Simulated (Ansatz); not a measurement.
Born–Oppenheimer molecular dynamics of a periodic cell of 17 atoms, Si$_{16}$O (host Si, host structure diamond, interstitial O). It goes on from the last frame of an earlier run, with new velocities.

These are results of Ansatz, DFT PBE, scalar-relativistic, plane waves, PAW, not measurements. Settings: accuracy low, PAW set soft_1, cutoff 420 eV, k mesh 2x2x2, fermi-dirac smearing 0.05 eV, spin collinear.

```json
{"ensemble": "NVE (velocity Verlet)", "time step": "1 fs", "steps asked": "100", "starting velocities drawn for": "1680 K", "seed": "851386"}
```

Frames 2 fs apart, positions in Å, forces in eV/Å.

Velocities at 70 fs (Å/ps):

```
Si -1.94 -0.65 -1.22
Si 2.54 -1.07 -12.07
Si -8.12 5.39 -9.76
Si 3.68 4.48 -3.58
Si 1.19 -2.72 5.40
Si 4.85 7.05 -11.62
Si 0.90 -17.19 0.61
Si 5.43 4.15 7.67
Si -0.64 -7.64 3.89
Si -3.19 -2.23 -10.24
Si 0.94 -5.68 7.28
Si 4.90 10.69 -0.78
Si -5.80 -3.60 8.49
Si 6.76 2.31 8.67
Si -1.21 -1.20 4.12
Si -8.85 -1.24 4.85
O -2.55 16.06 -2.98
```

```xyz
17
Lattice="0.0000 5.4300 5.4300 5.4300 0.0000 5.4300 5.4300 5.4300 0.0000" Properties=species:S:1:pos:R:3:forces:R:3 time_fs=70 energy_less_start_eV=0.583 T=1398
Si 0.205 0.042 0.088 -1.71 0.66 0.24
Si 1.168 1.964 1.129 1.22 -1.26 -0.98
Si 2.958 3.190 -0.056 -1.06 0.10 0.55
Si 4.251 4.223 1.648 -0.28 0.17 0.16
Si 2.101 0.507 2.828 0.62 0.32 -0.49
Si 3.902 1.770 4.866 0.73 -0.38 -0.03
Si 5.372 2.848 3.409 0.10 0.81 -1.45
Si 6.534 4.626 4.414 1.14 -2.50 -0.67
Si -0.065 2.717 2.844 -0.95 1.03 0.62
Si 1.373 4.112 3.976 0.43 0.45 1.81
Si 2.501 5.625 2.669 2.09 0.38 0.41
Si 4.104 6.823 4.296 -1.66 0.05 -1.11
Si 2.683 3.411 6.062 0.45 0.41 -1.58
Si 4.000 4.586 7.536 -0.16 0.47 0.10
Si 5.298 5.713 5.903 0.11 1.31 1.22
Si 6.757 7.353 7.012 -1.77 -1.52 1.42
O 7.873 7.110 3.997 0.69 -0.50 -0.24
17
Lattice="0.0000 5.4300 5.4300 5.4300 0.0000 5.4300 5.4300 5.4300 0.0000" Properties=species:S:1:pos:R:3:forces:R:3 time_fs=72 energy_less_start_eV=0.663 T=1359
Si 0.200 0.041 0.086 -1.58 0.61 0.08
Si 1.174 1.961 1.104 1.02 -1.24 -0.59
Si 2.941 3.201 -0.075 -0.80 0.14 0.74
Si 4.258 4.232 1.641 -0.40 -0.01 0.19
Si 2.104 0.502 2.838 0.67 0.58 -0.56
Si 3.912 1.784 4.843 0.37 -0.49 0.35
Si 5.373 2.814 3.409 0.37 1.39 -1.55
Si 6.545 4.632 4.429 0.90 -2.69 -0.79
Si -0.067 2.703 2.852 -0.66 1.11 0.14
Si 1.367 4.108 3.957 0.38 0.39 2.14
Si 2.504 5.614 2.684 2.13 0.63 0.20
Si 4.113 6.845 4.294 -1.81 -0.27 -0.86
Si 2.672 3.404 6.078 0.61 0.50 -1.56
Si 4.013 4.591 7.553 -0.34 0.33 0.04
Si 5.295 5.712 5.912 0.03 1.37 1.09
Si 6.739 7.349 7.022 -1.53 -1.66 1.39
O 7.869 7.141 3.990 0.65 -0.71 -0.43
17
Lattice="0.0000 5.4300 5.4300 5.4300 0.0000 5.4300 5.4300 5.4300 0.0000" Properties=species:S:1:pos:R:3:forces:R:3 time_fs=74 energy_less_start_eV=0.773 T=1306
Si 0.193 0.041 0.083 -1.45 0.57 -0.08
Si 1.181 1.956 1.079 0.80 -1.20 -0.19
Si 2.923 3.212 -0.093 -0.53 0.15 0.91
Si 4.265 4.241 1.634 -0.51 -0.18 0.21
Si 2.108 0.498 2.848 0.70 0.79 -0.63
Si 3.923 1.797 4.820 -0.03 -0.61 0.74
Si 5.376 2.782 3.407 0.62 1.90 -1.65
Si 6.558 4.635 4.443 0.63 -2.74 -0.86
Si -0.070 2.690 2.860 -0.35 1.21 -0.36
Si 1.361 4.105 3.941 0.33 0.33 2.41
Si 2.510 5.604 2.699 2.15 0.85 0.01
Si 4.119 6.866 4.290 -1.94 -0.58 -0.57
Si 2.662 3.398 6.092 0.71 0.55 -1.51
Si 4.027 4.596 7.571 -0.51 0.20 -0.03
Si 5.293 5.712 5.922 -0.02 1.38 0.90
Si 6.718 7.344 7.035 -1.22 -1.72 1.29
O 7.867 7.171 3.983 0.62 -0.90 -0.58
17
Lattice="0.0000 5.4300 5.4300 5.4300 0.0000 5.4300 5.4300 5.4300 0.0000" Properties=species:S:1:pos:R:3:forces:R:3 time_fs=76 energy_less_start_eV=0.905 T=1242
Si 0.184 0.042 0.081 -1.32 0.52 -0.24
Si 1.189 1.950 1.053 0.59 -1.16 0.20
Si 2.905 3.223 -0.110 -0.22 0.12 1.07
Si 4.271 4.250 1.627 -0.61 -0.33 0.24
Si 2.113 0.494 2.857 0.72 0.96 -0.70
Si 3.934 1.810 4.798 -0.43 -0.72 1.11
Si 5.379 2.753 3.403 0.83 2.35 -1.72
Si 6.572 4.634 4.455 0.34 -2.66 -0.90
Si -0.073 2.678 2.868 -0.03 1.31 -0.85
Si 1.356 4.101 3.928 0.26 0.27 2.61
Si 2.519 5.595 2.715 2.12 1.03 -0.15
Si 4.122 6.886 4.286 -2.07 -0.88 -0.25
Si 2.652 3.392 6.104 0.77 0.54 -1.42
Si 4.039 4.602 7.588 -0.66 0.07 -0.10
Si 5.290 5.714 5.934 -0.05 1.35 0.66
Si 6.695 7.335 7.049 -0.84 -1.71 1.12
O 7.865 7.199 3.974 0.59 -1.06 -0.69
17
Lattice="0.0000 5.4300 5.4300 5.4300 0.0000 5.4300 5.4300 5.4300 0.0000" Properties=species:S:1:pos:R:3:forces:R:3 time_fs=78 energy_less_start_eV=1.048 T=1173
Si 0.173 0.043 0.078 -1.18 0.48 -0.39
Si 1.198 1.942 1.027 0.39 -1.11 0.56
Si 2.885 3.235 -0.125 0.11 0.03 1.22
Si 4.276 4.258 1.621 -0.69 -0.46 0.27
Si 2.118 0.492 2.865 0.71 1.06 -0.77
Si 3.944 1.821 4.778 -0.81 -0.82 1.46
Si 5.384 2.727 3.397 0.97 2.75 -1.73
Si 6.586 4.630 4.467 0.02 -2.46 -0.92
Si -0.076 2.669 2.875 0.27 1.42 -1.30
Si 1.351 4.099 3.918 0.22 0.23 2.76
Si 2.532 5.588 2.729 2.06 1.16 -0.27
Si 4.123 6.905 4.281 -2.18 -1.16 0.06
Si 2.644 3.388 6.114 0.77 0.49 -1.30
Si 4.050 4.607 7.605 -0.78 -0.06 -0.16
Si 5.288 5.718 5.947 -0.08 1.26 0.38
Si 6.671 7.325 7.065 -0.38 -1.65 0.89
O 7.865 7.224 3.964 0.59 -1.17 -0.76
17
Lattice="0.0000 5.4300 5.4300 5.4300 0.0000 5.4300 5.4300 5.4300 0.0000" Properties=species:S:1:pos:R:3:forces:R:3 time_fs=80 energy_less_start_eV=1.190 T=1105
Si 0.160 0.045 0.075 -1.06 0.44 -0.54
Si 1.208 1.932 1.003 0.22 -1.06 0.89
Si 2.867 3.246 -0.139 0.47 -0.11 1.37
Si 4.280 4.266 1.615 -0.76 -0.58 0.30
Si 2.125 0.492 2.872 0.67 1.11 -0.82
Si 3.953 1.831 4.760 -1.14 -0.89 1.76
Si 5.389 2.705 3.388 1.02 3.08 -1.65
Si 6.600 4.622 4.477 -0.34 -2.15 -0.96
Si -0.079 2.661 2.880 0.54 1.52 -1.68
Si 1.347 4.096 3.913 0.19 0.21 2.84
Si 2.547 5.582 2.744 1.94 1.24 -0.34
Si 4.121 6.922 4.277 -2.25 -1.39 0.35
Si 2.637 3.384 6.122 0.73 0.41 -1.17
Si 4.060 4.613 7.622 -0.88 -0.16 -0.24
Si 5.285 5.724 5.960 -0.10 1.12 0.09
Si 6.647 7.312 7.082 0.15 -1.54 0.59
O 7.867 7.246 3.952 0.58 -1.25 -0.79
17
Lattice="0.0000 5.4300 5.4300 5.4300 0.0000 5.4300 5.4300 5.4300 0.0000" Properties=species:S:1:pos:R:3:forces:R:3 time_fs=82 energy_less_start_eV=1.321 T=1042
Si 0.146 0.048 0.071 -0.95 0.41 -0.67
Si 1.218 1.921 0.979 0.07 -1.01 1.17
Si 2.848 3.257 -0.151 0.87 -0.30 1.52
Si 4.283 4.273 1.610 -0.81 -0.68 0.32
Si 2.132 0.493 2.877 0.62 1.10 -0.86
Si 3.960 1.840 4.744 -1.38 -0.92 1.98
Si 5.396 2.687 3.377 0.96 3.36 -1.45
Si 6.614 4.611 4.486 -0.73 -1.76 -1.02
Si -0.082 2.655 2.882 0.75 1.58 -1.96
Si 1.343 4.094 3.911 0.18 0.22 2.86
Si 2.564 5.577 2.758 1.78 1.26 -0.38
Si 4.115 6.938 4.273 -2.27 -1.56 0.59
Si 2.630 3.380 6.128 0.67 0.31 -1.03
Si 4.069 4.619 7.639 -0.95 -0.25 -0.32
Si 5.283 5.732 5.973 -0.13 0.93 -0.21
Si 6.623 7.297 7.100 0.75 -1.42 0.23
O 7.870 7.265 3.938 0.59 -1.28 -0.79
17
Lattice="0.0000 5.4300 5.4300 5.4300 0.0000 5.4300 5.4300 5.4300 0.0000" Properties=species:S:1:pos:R:3:forces:R:3 time_fs=84 energy_less_start_eV=1.433 T=988
Si 0.131 0.051 0.067 -0.85 0.37 -0.78
Si 1.228 1.909 0.957 -0.05 -0.96 1.42
Si 2.831 3.268 -0.160 1.29 -0.54 1.67
Si 4.285 4.279 1.605 -0.84 -0.76 0.35
Si 2.141 0.495 2.882 0.54 1.03 -0.89
Si 3.965 1.848 4.731 -1.53 -0.90 2.11
Si 5.405 2.674 3.364 0.77 3.59 -1.12
Si 6.627 4.598 4.493 -1.15 -1.29 -1.12
Si -0.083 2.652 2.882 0.89 1.60 -2.14
Si 1.339 4.092 3.914 0.21 0.26 2.83
Si 2.584 5.575 2.772 1.57 1.24 -0.38
Si 4.107 6.951 4.269 -2.22 -1.65 0.77
Si 2.625 3.377 6.133 0.59 0.21 -0.91
Si 4.077 4.624 7.655 -0.99 -0.32 -0.40
Si 5.280 5.740 5.986 -0.19 0.70 -0.50
Si 6.600 7.280 7.118 1.38 -1.30 -0.16
O 7.875 7.281 3.921 0.59 -1.28 -0.75
17
Lattice="0.0000 5.4300 5.4300 5.4300 0.0000 5.4300 5.4300 5.4300 0.0000" Properties=species:S:1:pos:R:3:forces:R:3 time_fs=86 energy_less_start_eV=1.518 T=947
Si 0.114 0.055 0.061 -0.77 0.34 -0.87
Si 1.238 1.895 0.937 -0.14 -0.91 1.63
Si 2.816 3.278 -0.168 1.71 -0.81 1.83
Si 4.286 4.284 1.601 -0.84 -0.83 0.37
Si 2.150 0.499 2.885 0.44 0.90 -0.91
Si 3.969 1.854 4.721 -1.56 -0.83 2.15
Si 5.414 2.665 3.349 0.46 3.78 -0.67
Si 6.638 4.583 4.499 -1.58 -0.77 -1.26
Si -0.083 2.651 2.879 0.96 1.57 -2.21
Si 1.335 4.091 3.920 0.26 0.32 2.75
Si 2.607 5.574 2.785 1.30 1.17 -0.35
Si 4.095 6.962 4.267 -2.09 -1.66 0.86
Si 2.620 3.374 6.136 0.51 0.10 -0.79
Si 4.083 4.628 7.671 -1.02 -0.37 -0.50
Si 5.277 5.750 5.998 -0.27 0.44 -0.78
Si 6.579 7.262 7.136 2.04 -1.19 -0.57
O 7.880 7.294 3.904 0.60 -1.24 -0.68
17
Lattice="0.0000 5.4300 5.4300 5.4300 0.0000 5.4300 5.4300 5.4300 0.0000" Properties=species:S:1:pos:R:3:forces:R:3 time_fs=88 energy_less_start_eV=1.570 T=922
Si 0.097 0.060 0.053 -0.71 0.30 -0.94
Si 1.248 1.880 0.919 -0.20 -0.86 1.81
Si 2.803 3.287 -0.173 2.11 -1.09 1.99
Si 4.285 4.288 1.597 -0.82 -0.88 0.38
Si 2.160 0.504 2.887 0.31 0.72 -0.93
Si 3.970 1.860 4.714 -1.50 -0.73 2.10
Si 5.424 2.662 3.333 0.06 3.94 -0.15
Si 6.647 4.567 4.503 -2.00 -0.24 -1.43
Si -0.081 2.652 2.873 0.95 1.49 -2.16
Si 1.332 4.090 3.930 0.33 0.39 2.62
Si 2.630 5.574 2.797 1.00 1.05 -0.30
Si 4.081 6.971 4.266 -1.86 -1.60 0.87
Si 2.616 3.372 6.139 0.44 0.00 -0.68
Si 4.088 4.633 7.686 -1.02 -0.41 -0.60
Si 5.274 5.760 6.010 -0.37 0.15 -1.04
Si 6.560 7.241 7.154 2.68 -1.10 -0.96
O 7.888 7.304 3.884 0.61 -1.15 -0.58
17
Lattice="0.0000 5.4300 5.4300 5.4300 0.0000 5.4300 5.4300 5.4300 0.0000" Properties=species:S:1:pos:R:3:forces:R:3 time_fs=90 energy_less_start_eV=1.580 T=917
Si 0.078 0.064 0.045 -0.67 0.27 -0.97
Si 1.258 1.864 0.904 -0.24 -0.80 1.94
Si 2.793 3.295 -0.175 2.45 -1.34 2.13
Si 4.284 4.290 1.593 -0.77 -0.91 0.39
Si 2.170 0.510 2.888 0.17 0.50 -0.96
Si 3.969 1.864 4.710 -1.36 -0.60 1.97
Si 5.435 2.664 3.317 -0.38 4.05 0.39
Si 6.653 4.550 4.505 -2.37 0.26 -1.59
Si -0.079 2.655 2.864 0.88 1.36 -2.01
Si 1.329 4.089 3.943 0.41 0.47 2.46
Si 2.656 5.577 2.809 0.66 0.90 -0.25
Si 4.064 6.978 4.266 -1.55 -1.47 0.82
Si 2.613 3.369 6.141 0.36 -0.08 -0.58
Si 4.092 4.636 7.700 -1.01 -0.43 -0.71
Si 5.269 5.771 6.020 -0.49 -0.14 -1.28
Si 6.545 7.220 7.169 3.28 -1.02 -1.29
O 7.897 7.312 3.863 0.62 -1.03 -0.46
17
Lattice="0.0000 5.4300 5.4300 5.4300 0.0000 5.4300 5.4300 5.4300 0.0000" Properties=species:S:1:pos:R:3:forces:R:3 time_fs=92 energy_less_start_eV=1.536 T=938
Si 0.058 0.069 0.035 -0.63 0.23 -0.97
Si 1.267 1.847 0.891 -0.26 -0.74 2.04
Si 2.786 3.301 -0.174 2.68 -1.52 2.24
Si 4.282 4.292 1.590 -0.70 -0.92 0.39
Si 2.180 0.517 2.887 0.02 0.22 -1.00
Si 3.966 1.867 4.708 -1.16 -0.45 1.80
Si 5.444 2.672 3.302 -0.79 4.10 0.87
Si 6.656 4.534 4.505 -2.64 0.71 -1.73
Si -0.075 2.660 2.852 0.76 1.21 -1.78
Si 1.327 4.089 3.960 0.50 0.54 2.27
Si 2.682 5.580 2.821 0.30 0.72 -0.21
Si 4.045 6.982 4.268 -1.17 -1.28 0.73
Si 2.610 3.366 6.141 0.30 -0.15 -0.50
Si 4.094 4.639 7.713 -0.98 -0.44 -0.83
Si 5.265 5.781 6.028 -0.62 -0.42 -1.49
Si 6.535 7.196 7.184 3.78 -0.93 -1.51
O 7.907 7.317 3.841 0.63 -0.86 -0.31
```

Of the whole run (100 fs, mean temperature of the second half 1200 K): The conserved energy stayed within 0.095 meV per atom of its start (net change 0.03 meV per atom), so the integration is sound. A run of 0.1 ps of so small a system gives no equilibrium averages. Limits of this set-up: coarse k mesh, a small cell, in which the defect meets its images, low accuracy level.

Run time: 26 min on 1 thread of Arm Neoverse V1 (shared host), peak memory 0.66 GiB.
